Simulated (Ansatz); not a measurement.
Species: AuCl, charge 1, doublet. AuCl+ (parent SMILES [Au][Cl], doublet).
B3LYP-D3(BJ)/def2-TZVP minimum from Ansatz (a first-principles code):
```
Au
Cl 1 2.2439
```
Charge +1, spin multiplicity 2.

Total energies in def2-SVP, 17 correlated electrons, 9 frozen orbitals. Radicals and triplets start from unrestricted determinants; spin-orbit coupling is neglected. Correlated methods leave the cores frozen (noble-gas shells, and filled d and f shells in the p block). Past Kr the def2 sets carry scalar-relativistic core potentials. The spin of AuCl+ (parent SMILES [Cl][Au], doublet) was assumed, and the state is the lowest solution found for it.

| method | program | energy (Eh) | minus CCSDT(Q) (mEh) |
|---|---|---|---|
| HF | Ansatz | -593.82534 | 368.39 |
| MP2 | Ansatz | -594.17552 | 18.21 |
| CCSD | Ansatz | -594.18470 | 9.03 |
| CCSD(T) | Ansatz | -594.19230 | 1.43 |
| CCSDT(Q) | Ansatz | -594.19373 | 0.00 |

Rough core times of Ansatz's runs on a shared machine: CCSD(T) 30 s, CCSDT(Q) 3 min.
